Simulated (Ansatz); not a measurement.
Input file for Ansatz (a quantum-chemistry and plane-wave program): R-CAM-B3LYP/def2-TZVPP on PN, 2S+1 = 1, a spin state set in the input, which need not be the lowest, a point of a bond scan (R = 1.485 Å).

Ansatz 0.2 input:
```yaml
crystal:
  periodic: [false, false, false]
  atoms:
    - {symbol: N, position_ang: [0.00000000, 0.00000000, 0.00000000]}
    - {symbol: P, position_ang: [0.00000000, 0.00000000, 1.48515200]}
basis:
  gaussian:
    orbitals: def2-TZVPP
    pivot_positions_ang: [[0.00000000, 0.00000000, 0.00000000], [0.00000000, 0.00000000, 1.48515200]]
hamiltonian:
  xc: {name: CAM-B3LYP}
output: {forces: true, orbitals: {seedname: ./end}}
```

Output:

```
WARN ansatz: RAYON_NUM_THREADS=1 ignored (pool sized by the plan → 1); use --threads N
Functional definition: CAM-B3LYP
integrals: 0.01 GiB planned
452 factors; their error is unknown
integrals: 0.04 GiB planned
102 factors; integrals over basis functions are off by at most 2.8e-5 eV
mean field: 0.16 GiB planned
mean field evaluation 1: about -10768.9425 eV, gradient 6.5e1 eV
mean field evaluation 2: about -10733.7705 eV, gradient 1.3e2 eV
mean field evaluation 4: about -10777.8623 eV, gradient 1.9e0 eV
mean field evaluation 8: about -10777.8701 eV, gradient 1.3e-1 eV
mean field -10777.87013990 eV, -396.0794221386 hartree, gradient 6.9e-5 eV, S^2 0.000000; 0 other end points of the search recorded, 0 dependent functions left out
the calculation of the forces begins
reference -10777.87021282 eV, -396.0794248183 hartree; 11, 11 occupied and 62, 62 virtual orbitals, 452 factors
Total energy: -10777.87021282 eV, -396.0794248183 hartree
Atom 0 at     0.000000     0.000000     0.000000 Å, force     0.000000     0.000000     1.056488 eV/Å
Atom 1 at     0.000000     0.000000     1.485152 Å, force    -0.000000    -0.000000    -1.056488 eV/Å
Dipole moment:     0.000000     0.000000     0.624165 e Å
```

The run converged.

Cost: about 0.9 core-seconds (a rough figure).
